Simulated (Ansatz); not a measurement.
Ansatz (a first-principles code) input (B3LYP-D3(BJ)/def2-TZVP):

Ansatz 0.2 input:
```yaml
crystal:
  periodic: [false, false, false]
  atoms:
    - {symbol: C, position_ang: [-0.89504881, 1.67668789, -0.33974951]}
    - {symbol: Si, position_ang: [0.02416801, 0.22293243, 0.35692513]}
    - {symbol: C, position_ang: [1.68799126, -0.03765741, -0.51458909]}
    - {symbol: C, position_ang: [-1.05871568, -1.33375234, 0.41144275]}
    - {symbol: F, position_ang: [0.39268942, 0.54364831, 1.91622285]}
    - {symbol: H, position_ang: [-1.96479624, 1.76856230, -0.28082825]}
    - {symbol: H, position_ang: [-0.40825315, 2.45572008, -0.89958526]}
    - {symbol: H, position_ang: [2.25028251, -0.84542671, -0.05480273]}
    - {symbol: H, position_ang: [1.56025677, -0.28113271, -1.56457127]}
    - {symbol: H, position_ang: [2.29876880, 0.85814060, -0.45570601]}
    - {symbol: H, position_ang: [-1.34786592, -1.66213128, -0.58181716]}
    - {symbol: H, position_ang: [-1.96823498, -1.14971495, 0.97569542]}
    - {symbol: H, position_ang: [-0.53764295, -2.15663960, 0.89273422]}
basis:
  gaussian:
    orbitals: def2-TZVP
hamiltonian:
  xc: b3lyp
  dispersion: d3bj
magnetization: {spin_polarized: true, initial_magnetization: 1}
relax: {f_tol: 0.002, max_steps: 150}
```

Output:

```
Functional definition: B3LYP
integrals: 0.13 GiB planned
1309 factors; their error is unknown
0.28 GiB of the device are held for the grids
1.17 GiB of device memory are held for the factors and their scratch space
mean field: 1.20 GiB planned
mean field evaluation 1: about -13826.2867 eV, gradient 5.9e1 eV
mean field evaluation 2: about -13821.3188 eV, gradient 6.5e1 eV
mean field evaluation 4: about -13840.7019 eV, gradient 3.9e0 eV
mean field evaluation 8: about -13840.7520 eV, gradient 4.4e-2 eV
mean field evaluation 16: about -13840.7683 eV, gradient 2.1e-4 eV
mean field -13840.76825342 eV, -508.6388517036 hartree, gradient 5.1e-5 eV, S^2 0.753293; 0 other end points of the search recorded, 0 dependent functions left out
the calculation of the forces begins
reference -13840.76854533 eV, -508.6388624311 hartree; 25, 24 occupied and 184, 185 virtual orbitals, 1309 factors
relax step   1: F+E_penalty+E_count = -13841.22492606 eV  Δ(F+E_penalty+E_count) = +0.000e0 eV  max|allowed force component| = 5.930e-1 eV/Å  Δτ_max = 0.0000 Å  (31 SCF iters, accepted)
these checks for a lower state are left out or cut short: starts, cluster_reference, orbital_swaps, neighbouring_geometries, increment
integrals: 0.13 GiB planned
1309 factors; their error is unknown
0.29 GiB of the device are held for the grids
1.17 GiB of device memory are held for the factors and their scratch space
mean field: 1.21 GiB planned
mean field -13840.79727655 eV, -508.6399182840 hartree, gradient 2.3e-5 eV, S^2 0.753291; 0 other end points of the search recorded, 0 dependent functions left out
the calculation of the forces begins
reference -13840.79756777 eV, -508.6399289860 hartree; 25, 24 occupied and 184, 185 virtual orbitals, 1309 factors
relax step   2: F+E_penalty+E_count = -13841.25811929 eV  Δ(F+E_penalty+E_count) = -3.319e-2 eV  max|allowed force component| = 2.625e-1 eV/Å  Δτ_max = 0.0505 Å  (34 SCF iters, accepted)
these checks for a lower state are left out or cut short: starts, cluster_reference, orbital_swaps, neighbouring_geometries, increment
integrals: 0.13 GiB planned
1309 factors; their error is unknown
0.29 GiB of the device are held for the grids
1.17 GiB of device memory are held for the factors and their scratch space
mean field: 1.21 GiB planned
mean field evaluation 32: about -13840.8020 eV, gradient 1.7e-5 eV
mean field -13840.80197107 eV, -508.6400908043 hartree, gradient 1.7e-5 eV, S^2 0.753313; 0 other end points of the search recorded, 0 dependent functions left out
the calculation of the forces begins
reference -13840.80226183 eV, -508.6401014894 hartree; 25, 24 occupied and 184, 185 virtual orbitals, 1309 factors
relax step   3: F+E_penalty+E_count = -13841.26520659 eV  Δ(F+E_penalty+E_count) = -7.087e-3 eV  max|allowed force component| = 1.233e-1 eV/Å  Δτ_max = 0.0297 Å  (35 SCF iters, accepted)
these checks for a lower state are left out or cut short: starts, cluster_reference, orbital_swaps, neighbouring_geometries, increment
integrals: 0.13 GiB planned
1309 factors; their error is unknown
0.29 GiB of the device are held for the grids
1.17 GiB of device memory are held for the factors and their scratch space
mean field: 1.21 GiB planned
mean field -13840.80270639 eV, -508.6401178268 hartree, gradient 1.7e-5 eV, S^2 0.753300; 0 other end points of the search recorded, 0 dependent functions left out
the calculation of the forces begins
reference -13840.80299702 eV, -508.6401285073 hartree; 25, 24 occupied and 184, 185 virtual orbitals, 1309 factors
relax step   4: F+E_penalty+E_count = -13841.26608295 eV  Δ(F+E_penalty+E_count) = -8.764e-4 eV  max|allowed force component| = 6.531e-2 eV/Å  Δτ_max = 0.0053 Å  (35 SCF iters, accepted)
these checks for a lower state are left out or cut short: starts, cluster_reference, orbital_swaps, neighbouring_geometries, increment
integrals: 0.13 GiB planned
1309 factors; their error is unknown
0.29 GiB of the device are held for the grids
1.17 GiB of device memory are held for the factors and their scratch space
mean field: 1.21 GiB planned
mean field -13840.80288571 eV, -508.6401244166 hartree, gradient 1.3e-5 eV, S^2 0.753296; 0 other end points of the search recorded, 0 dependent functions left out
the calculation of the forces begins
reference -13840.80317625 eV, -508.6401350940 hartree; 25, 24 occupied and 184, 185 virtual orbitals, 1309 factors
relax step   5: F+E_penalty+E_count = -13841.26629389 eV  Δ(F+E_penalty+E_count) = -2.109e-4 eV  max|allowed force component| = 8.501e-3 eV/Å  Δτ_max = 0.0047 Å  (28 SCF iters, accepted)
these checks for a lower state are left out or cut short: starts, cluster_reference, orbital_swaps, neighbouring_geometries, increment
integrals: 0.13 GiB planned
1309 factors; their error is unknown
0.29 GiB of the device are held for the grids
1.17 GiB of device memory are held for the factors and their scratch space
mean field: 1.21 GiB planned
mean field -13840.80288178 eV, -508.6401242721 hartree, gradient 2.6e-5 eV, S^2 0.753297; 0 other end points of the search recorded, 0 dependent functions left out
the calculation of the forces begins
reference -13840.80317228 eV, -508.6401349480 hartree; 25, 24 occupied and 184, 185 virtual orbitals, 1309 factors
relax step   6: F+E_penalty+E_count = -13841.26631598 eV  Δ(F+E_penalty+E_count) = -2.209e-5 eV  max|allowed force component| = 4.700e-3 eV/Å  Δτ_max = 0.0029 Å  (25 SCF iters, accepted)
these checks for a lower state are left out or cut short: starts, cluster_reference, orbital_swaps, neighbouring_geometries, increment
integrals: 0.13 GiB planned
1309 factors; their error is unknown
0.29 GiB of the device are held for the grids
1.17 GiB of device memory are held for the factors and their scratch space
mean field: 1.21 GiB planned
mean field -13840.80287989 eV, -508.6401242027 hartree, gradient 2.0e-5 eV, S^2 0.753297; 0 other end points of the search recorded, 0 dependent functions left out
the calculation of the forces begins
reference -13840.80317038 eV, -508.6401348782 hartree; 25, 24 occupied and 184, 185 virtual orbitals, 1309 factors
relax step   7: F+E_penalty+E_count = -13841.26631938 eV  Δ(F+E_penalty+E_count) = -3.393e-6 eV  max|allowed force component| = 3.343e-3 eV/Å  Δτ_max = 0.0024 Å  (26 SCF iters, accepted)
these checks for a lower state are left out or cut short: starts, cluster_reference, orbital_swaps, neighbouring_geometries, increment
integrals: 0.13 GiB planned
1309 factors; their error is unknown
0.29 GiB of the device are held for the grids
1.17 GiB of device memory are held for the factors and their scratch space
mean field: 1.21 GiB planned
mean field -13840.80287232 eV, -508.6401239247 hartree, gradient 1.5e-5 eV, S^2 0.753298; 0 other end points of the search recorded, 0 dependent functions left out
the calculation of the forces begins
reference -13840.80316278 eV, -508.6401345990 hartree; 25, 24 occupied and 184, 185 virtual orbitals, 1309 factors
relax step   8: F+E_penalty+E_count = -13841.26632596 eV  Δ(F+E_penalty+E_count) = -6.582e-6 eV  max|allowed force component| = 8.208e-4 eV/Å  Δτ_max = 0.0024 Å  (25 SCF iters, accepted)
these checks for a lower state are left out or cut short: starts, cluster_reference, orbital_swaps, neighbouring_geometries, increment
integrals: 0.13 GiB planned
1309 factors; their error is unknown
0.29 GiB of the device are held for the grids
1.17 GiB of device memory are held for the factors and their scratch space
mean field: 1.21 GiB planned
mean field evaluation 64: about -13840.7857 eV, gradient 2.7e-1 eV
mean field -13840.80286201 eV, -508.6401235458 hartree, gradient 2.5e-5 eV, S^2 0.753298; 0 other end points of the search recorded, 0 dependent functions left out
the calculation of the forces begins
reference -13840.80315245 eV, -508.6401342194 hartree; 25, 24 occupied and 184, 185 virtual orbitals, 1309 factors
relax step   9: F+E_penalty+E_count = -13841.26632690 eV  Δ(F+E_penalty+E_count) = -9.433e-7 eV  max|allowed force component| = 6.164e-4 eV/Å  Δτ_max = 0.0021 Å  (25 SCF iters, accepted)
these checks for a lower state are left out or cut short: starts, cluster_reference, orbital_swaps, neighbouring_geometries, increment
integrals: 0.13 GiB planned
1309 factors; their error is unknown
0.29 GiB of the device are held for the grids
1.17 GiB of device memory are held for the factors and their scratch space
mean field: 1.21 GiB planned
mean field -13840.80285977 eV, -508.6401234635 hartree, gradient 1.3e-5 eV, S^2 0.753298; 0 other end points of the search recorded, 0 dependent functions left out
the calculation of the forces begins
reference -13840.80315020 eV, -508.6401341366 hartree; 25, 24 occupied and 184, 185 virtual orbitals, 1309 factors
relax step  10: F+E_penalty+E_count = -13841.26632729 eV  Δ(F+E_penalty+E_count) = -3.871e-7 eV  max|allowed force component| = 1.883e-3 eV/Å  Δτ_max = 0.0023 Å  (26 SCF iters, accepted)
these checks for a lower state are left out or cut short: starts, cluster_reference, orbital_swaps, neighbouring_geometries, increment
integrals: 0.13 GiB planned
1309 factors; their error is unknown
0.29 GiB of the device are held for the grids
1.17 GiB of device memory are held for the factors and their scratch space
mean field: 1.21 GiB planned
mean field -13840.80286663 eV, -508.6401237157 hartree, gradient 1.9e-5 eV, S^2 0.753298; 0 other end points of the search recorded, 0 dependent functions left out
the calculation of the forces begins
reference -13840.80315705 eV, -508.6401343883 hartree; 25, 24 occupied and 184, 185 virtual orbitals, 1309 factors
relax step  11: F+E_penalty+E_count = -13841.26632874 eV  Δ(F+E_penalty+E_count) = -1.452e-6 eV  max|allowed force component| = 1.006e-3 eV/Å  Δτ_max = 0.0036 Å  (26 SCF iters, accepted)
integrals: 0.13 GiB planned
1309 factors; their error is unknown
0.29 GiB of the device are held for the grids
1.17 GiB of device memory are held for the factors and their scratch space
mean field: 1.21 GiB planned
mean field evaluation 96: about -13840.8029 eV, gradient 6.5e-4 eV
mean field -13840.80286663 eV, -508.6401237157 hartree, gradient 2.3e-5 eV, S^2 0.753298; 1 other end points of the search recorded, 0 dependent functions left out
the calculation of the forces begins
reference -13840.80315705 eV, -508.6401343883 hartree; 25, 24 occupied and 184, 185 virtual orbitals, 1309 factors
Total energy: -13841.26661916 eV, -508.6571663065 hartree
Atom 0 at    -0.882890     1.641946    -0.348952 Å, force     0.000239    -0.000167    -0.000778 eV/Å
Atom 1 at     0.033273     0.216060     0.377330 Å, force     0.000719    -0.000107     0.001006 eV/Å
Atom 2 at     1.654074    -0.047042    -0.502083 Å, force    -0.000694     0.000307    -0.000198 eV/Å
Atom 3 at    -1.029165    -1.314210     0.400875 Å, force    -0.000039     0.000288    -0.000639 eV/Å
Atom 4 at     0.383208     0.565667     1.920219 Å, force    -0.000034    -0.000152     0.000310 eV/Å
Atom 5 at    -1.956353     1.765213    -0.249454 Å, force     0.000614     0.000147     0.000136 eV/Å
Atom 6 at    -0.393954     2.443731    -0.892315 Å, force    -0.000543    -0.000666     0.000226 eV/Å
Atom 7 at     2.226157    -0.851556    -0.035205 Å, force    -0.000547     0.000076     0.000156 eV/Å
Atom 8 at     1.490165    -0.313279    -1.548899 Å, force     0.000571     0.000158    -0.000410 eV/Å
Atom 9 at     2.264990     0.857796    -0.477136 Å, force     0.000166     0.000135     0.000042 eV/Å
Atom 10 at    -1.282183    -1.629041    -0.614127 Å, force    -0.000621    -0.000461     0.000037 eV/Å
Atom 11 at    -1.962170    -1.134902     0.939354 Å, force    -0.000198     0.000066     0.000122 eV/Å
Atom 12 at    -0.511553    -2.141149     0.891763 Å, force     0.000367     0.000376    -0.000011 eV/Å
Dipole moment:    -0.084303    -0.076190    -0.361309 e Å
```

It need not be the lowest isomer of its formula.
